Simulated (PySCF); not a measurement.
B2BiO, SMILES B([B-]#[Bi])=O, charge -1. Geometry: PBE-D3(BJ)/def2-SVPD. The def2 effective core potentials stand for the cores of Bi; spin–orbit coupling is left out.

Method: PBE-D3(BJ)/def2-SVPD in PySCF 2.14.0.

Harmonic wavenumbers (cm⁻¹): 112, 112, 329, 443, 443, 1057, 1833. Rotational constants (GHz): 1.007 (linear); symmetry number 1.

Question: Work out the zero-point energy and the ideal-gas rigid-rotor harmonic-oscillator thermochemistry at 298.15 K and 1 atm.

Answer: ZPE = ½ Σ hcν = ½ × 4328 cm⁻¹ = 6.19 kcal/mol. H − E(el) = 9.75 kcal/mol. Entropy in cal/(mol K): translation 42.41, rotation 19.33, vibration 9.44, total 71.18. G − E(el) = -11.47 kcal/mol. Cp = 15.55 cal/(mol K). Modes under 150 cm⁻¹ make the vibrational entropy uncertain.
